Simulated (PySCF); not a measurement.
Al(Cl)(Me)(Et) (C₃H₈AlCl), SMILES [Cl][Al]([CH3])[CH2]C.

Geometry: B3LYP-D3(BJ)/def2-SVP. One conformer was computed; it need not be the lowest.

Two levels are set side by side: PBE/def2-TZVP (PySCF) and B3LYP/def2-TZVP (PySCF). Same geometry, gas phase. Differences are taken from unrounded values.

```json
[
 {"quantity": "orbital gap (eV)", "B3LYP": "6.49", "PBE": "4.88", "PBE minus B3LYP": "-1.61"},
 {"quantity": "highest occupied level (eV)", "B3LYP": "-7.36", "PBE": "-6.32", "PBE minus B3LYP": "1.05"},
 {"quantity": "lowest empty level (eV)", "B3LYP": "-0.87", "PBE": "-1.44", "PBE minus B3LYP": "-0.56"},
 {"quantity": "dipole moment (D)", "B3LYP": "2.08", "PBE": "2.05", "PBE minus B3LYP": "-0.03"},
 {"quantity": "mean polarisability (bohr³)", "B3LYP": "74.3", "PBE": "76.8", "PBE minus B3LYP": "2.5"}
]
```

PBE's occupied levels lie high since its potential decays too fast outside the molecule; exact exchange lowers them and widens the gap. Loosely held outer electrons make PBE densities more polarisable. Differences between two approximate levels are no errors against the true value.

Rough cost on one machine, each run with all the roots and properties that it gave: B3LYP against PBE within a factor of 2.
